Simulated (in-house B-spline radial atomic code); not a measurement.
# F III (F2+): [He] 2s2 2p3

All numbers are computed (non-relativistic TPSS, spin-polarised, spherical fractional occupations; point nucleus) with a B-spline radial code for spherical atoms, not measured.

Screening seen three ways: the hydrogenic charge with the same mean radius, Z_r = [3n² - l(l+1)]/(2<r>), the one with the same energy, Z_e = n√(-2ε), and Slater's rules. Values are occupation-weighted means over spin.

```json
{"shell": "1s", "electrons": "2", "ε (eV)": "-712.41", "<r> (bohr)": "0.176", "Z_r": "8.52", "Z_e": "7.24", "Slater": "8.70"}
{"shell": "2s", "electrons": "2", "ε (eV)": "-67.416", "<r> (bohr)": "0.9226", "Z_r": "6.50", "Z_e": "4.45", "Slater": "5.90"}
{"shell": "2p", "electrons": "3", "ε (eV)": "-51.918", "<r> (bohr)": "0.8804", "Z_r": "5.68", "Z_e": "3.91", "Slater": "5.90"}
```

The least bound orbital is 2p up at -51.92 eV, while the most diffuse is 2s down (<r> = 0.9384 bohr against 0.8804 bohr): energy order and size order differ.
